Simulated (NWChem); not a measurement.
System: CrN2H3SCl; SMILES [NH]=[Cr]([Cl])([NH2])=[S]

Input file for NWChem:

```
start job
memory heap 200 mb stack 900 mb global 1100 mb
geometry units angstroms noautosym nocenter noautoz
  Cr     0.327489    -0.058603    -0.051836
  N      1.235220    -0.005783    -1.340706
  H      1.369950    -0.398539    -2.277532
  S     -0.944791    -1.557183    -0.166706
  Cl    -0.751347     1.804189     0.110897
  N      1.407436    -0.278597     1.318560
  H      2.417530    -0.193679     1.258385
  H      1.086166    -0.664864     2.202998
end
basis spherical
  Cr library 6-31g*
  N library 6-31g*
  H library 6-31g*
  S library 6-31g*
  Cl library 6-31g*
end
dft
  xc hfexch
  iterations 150
end
property
  efieldgrad
end
task dft property
```

All runs use the structure optimised with PBE0/def2-SVP. Not confirmed as a minimum by frequencies.

Vzz is the largest principal value of the second derivative of the potential at the nucleus (NWChem prints the opposite sign); η is the asymmetry. Non-relativistic.

Atoms are numbered as in the input.

Task: What results follow from this input? (Hartree-Fock/6-31G* (spherical d).) Quantities: Vzz Cr1 (a.u.); η Cr1; Vzz N2 (a.u.); η N2; Vzz S4 (a.u.); η S4; Vzz Cl5 (a.u.); η Cl5.

Result: 
```json
{
  "Vzz Cr1 (a.u.)": "0.450",
  "η Cr1": "0.47",
  "Vzz N2 (a.u.)": "0.752",
  "η N2": "0.63",
  "Vzz S4 (a.u.)": "1.929",
  "η S4": "0.56",
  "Vzz Cl5 (a.u.)": "1.538",
  "η Cl5": "0.18"
}
```
